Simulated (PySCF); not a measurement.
HP, SMILES [PH], multiplicity 3.

Coordinates come from a PBE-D3(BJ)/def2-TZVPD optimisation.

Calculation: M06-2X/def2-TZVPD run with PySCF.

Computed frontier levels, dipole moment and polarisability:
```
Quantity                                                           Value
-----------------------------------------------  -----------------------
α spin, highest occupied and lowest empty level        -8.25 and 1.03 eV
β spin, highest occupied and lowest empty level      -10.18 and -2.49 eV
dipole moment                                                     0.43 D
mean static polarisability                          28.2 bohr³ (4.18 Å³)
polarisability, principal values                  27.2, 27.2, 30.1 bohr³
⟨S²⟩                                             2.007 (pure state 2.00)
```
